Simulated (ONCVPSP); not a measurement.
# Pt (Z = 78), ONCV: configuration errors across variants

Pt (Z = 78), optimised norm-conserving Vanderbilt (ONCV), made with ONCVPSP 4.0.1 (PBE, fully relativistic). Core [Kr] 4d10 4f14, reference 5s2 5p6 5d9 6s1. Waves: 5s+6s: rc 1.35 bohr, ncon 3, nbas 6, qcut 8.7 1/bohr, 2 projectors; 5p: rc 1.40 bohr, ncon 4, nbas 7, qcut 9.1 1/bohr, 2 projectors, debl 3.4 Ha; 5d: rc 2.15 bohr, ncon 3, nbas 7, qcut 8.1 1/bohr, 2 projectors, debl 0.5 Ha. Local part: polynomial inside 0.85 bohr (lpopt 5, dvloc0 -1 Ha). Core correction: Teter function, fcfact 2, rcfact 1.45.

Open shells are filled in proportion to 2j + 1.

All-electron excitation energies from the reference (eV): (1) 5s2 5p6 5d9 6s0 9.211; (2) 5s2 5p6 5d8 6s0 29.192; (3) 5s2 5p6 5d7 6s0 61.406; (4) 5s1 5p6 5d9 6s1 108.320.

A true bound ghost makes a file unfit for plane-wave use even where its test errors are small: the radial tests pick states by their node count and pass the ghost by.

Errors AE − PS in meV (a dash: test not solved or not reliable):

| change | (1) | (2) | (3) | (4) | bound ghosts | GHOST(+) flags above zero |
| --- | --- | --- | --- | --- | --- | --- |
| base | -0.3 | +1.3 | +3.5 | -157 | s | p3/2, p1/2 |
| d: rc 1.54 | -0.5 | +1.5 | +0.6 | -141 | s | p3/2, p1/2 |
| d: rc 1.8 | -0.5 | +1.2 | +0.1 | -140 | s | p3/2, p1/2 |
| d: rc 2.06 | -0.4 | +1.3 | +1.9 | -150 | s | p3/2, p1/2 |
| d: rc 2.36 | +0.2 | +1.9 | +13 | -201 | s, d5/2 | p3/2, p1/2, d3/2 |
| d: rc 2.54 | +0.4 | +1.3 | +21 | -206 | s | p3/2, d5/2, p1/2, d3/2 |
| d: rc 3.06 | -0.3 | +4.5 | +129 | -373 | s | p3/2, d5/2, p1/2, d3/2 |

(1) Give the same row for: d: rc 2.82.

Answers

(1) +0.7, +2.0, +64, -288; bound ghosts: s; GHOST(+) flags above zero: p3/2, d5/2, p1/2, d3/2.
